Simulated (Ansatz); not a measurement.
Relaxation of F$_{3}$H$_{5}$OSiTi (11 atoms, charge 0, multiplicity 1), to a largest force component of 0.03 eV/Å in at most 50 steps.

Method: RHF/def2-SVP in Ansatz.

```xyz
11
Properties=species:S:1:pos:R:3
Ti 0.263 -0.324 -0.545
O 0.062 -0.194 2.569
Si -1.352 -0.401 3.418
H -2.307 -1.220 2.631
H -1.093 -1.101 4.699
H -1.916 0.937 3.666
F 1.612 0.248 -1.452
F -0.719 0.994 -0.005
F -0.695 -1.396 -1.495
H 0.962 -1.357 0.589
H 0.624 -0.961 2.384
```

**Question.** Where does it end, and by what steps?

**Answer.** The run converged. After 22 steps the energy has fallen by 0.843 eV; F7 moved furthest, 1.59 Å. Joined: Ti1–O2 (3.12 → 2.22 Å).

| step | energy less start (eV) | largest force component (eV/Å) | accepted |
| --- | --- | --- | --- |
| 0 | 0.0000 | 1.049 | yes |
| 1 | -0.0837 | 0.608 | yes |
| 2 | -0.1149 | 0.395 | yes |
| 3 | -0.1469 | 0.366 | yes |
| 4 | -0.1692 | 0.351 | yes |
| 5 | -0.1893 | 0.372 | yes |
| 6 | -0.2111 | 0.311 | yes |
| 7 | -0.2478 | 0.412 | yes |
| 8 | -0.3038 | 0.440 | yes |
| 9 | -0.3816 | 0.479 | yes |
| 10 | -0.4979 | 0.464 | yes |
| 11 | -0.6516 | 0.404 | yes |
| 12 | -0.7621 | 0.412 | yes |
| 13 | -0.7761 | 0.904 | yes |
| 14 | -0.8160 | 0.208 | yes |
| 15 | -0.8231 | 0.465 | yes |
| 16 | -0.8320 | 0.174 | yes |
| 17 | -0.8353 | 0.132 | yes |
| 18 | -0.8277 | 1.088 | no |
| 19 | -0.8393 | 0.040 | yes |
| 20 | -0.8411 | 0.245 | yes |
| 21 | -0.8420 | 0.196 | yes |
| 22 | -0.8433 | 0.027 | yes |

```xyz
11
Properties=species:S:1:pos:R:3
Ti 0.054 -0.518 -0.135
O 0.093 -0.492 2.088
Si -1.230 -0.287 3.147
H -2.242 -1.284 2.787
H -0.689 -0.536 4.499
H -1.732 1.091 3.050
F 1.589 0.298 0.134
F -1.577 0.057 0.235
F 0.000 -0.611 -1.866
H 0.201 -2.129 0.100
H 0.972 -0.364 2.420
```

Whether the end is a true minimum wasn't checked by a vibrational analysis.

Run time: 18 s on 4 threads of AMD EPYC 9B45 (Zen 5), with other jobs on the host, peak memory 0.34 GiB.
